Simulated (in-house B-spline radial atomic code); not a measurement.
Excitations of Mg IX (Mg8+) by several methods

Full response, energies in eV; labels give the largest channel, * marks a mixed state, a dash one above the method's threshold, and an imaginary frequency an unstable closed-shell reference. Computed with an all-electron radial atomic-structure program (B-spline basis): linear response of the closed shell [He] 2s2 with each method's own kernel (bare exchange for TDHF, static screening on G0W0 levels for BSE, the adiabatic kernel for functionals); scalar-relativistic (spin-free one-electron X2C), finite nucleus, no spin-orbit coupling, no double excitations, S, P, D and F terms only.

```tsv
method	2s → 2p 3P	2s → 2p 1P	2s → 3s 3S	α (bohr³)
TDHF	10.848	30.18	186.81	0.2618
BSE on G0W0@HF	15.925	32.09	190.07	0.2296
LDA VWN5	?	?	?	?
PBE	14.115	31.35	186.33	0.2464
PBE0	13.677	31.12	186.76	0.2497
B3LYP (VWN-RPA)	12.642	30.69	184.48	0.2527
CAM-B3LYP	12.649	30.73	184.10	0.2522
LC-wPBE	13.970	31.31	185.77	0.2473
wB97X	?	?	?	?
HSE06	13.451	31.01	186.76	0.251
BHandHLYP	11.670	30.44	184.18	0.2565
BLYP	12.429	30.86	183.58	0.2506
PBEsol	14.409	31.41	186.15	0.2463
BP86	14.154	31.33	187.37	0.2489
LDA exchange-only	13.616	31.10	184.72	0.2443
B97-1	14.502	31.19	186.83	0.2514
RPBE	14.112	31.63	186.12	0.2472
OLYP	12.999	31.89	183.02	0.2497
```

(1) What does wB97X give?

(2) What does LDA VWN5 give?

## Answers

(1) 2s → 2p 3P: 12.699; 2s → 2p 1P: 30.83; 2s → 3s 3S: 187.56; α: 0.2632 (eV, bohr³).

(2) 2s → 2p 3P: 15.117; 2s → 2p 1P: 30.90; 2s → 3s 3S: 186.37; α: 0.2459 (eV, bohr³).
